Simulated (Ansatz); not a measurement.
Cartesian coordinates in Å:
```
C 1.032 -0.688 0.187
C -0.243 -0.329 0.362
C -0.898 0.773 -0.307
Se -0.213 1.892 -1.486
H 1.670 -0.142 -0.501
H 1.457 -1.527 0.724
H -0.860 -0.893 1.057
H -1.943 0.914 -0.036
```

Charge 0, multiplicity 1.

Task: List the PBE/def2-TZVPP orbital energies in eV (Ansatz). (Estimate.)

Result: The calculation gave: Occupied: -12301.86, -1561.85, -1402.63, -1402.61, -1402.53, -270.70, -269.71, -269.63, -204.84, -150.19, -150.14, -149.86, -53.33, -53.31, -53.09, -53.07, -53.01, -20.49, -18.25, -15.86, -13.20, -12.38, -10.56, -9.68, -8.65, -8.55, -6.41, -5.09. Lowest empty: -3.84, -0.32, 0.67, 0.96, 1.59, 2.10, 2.96, 3.33.
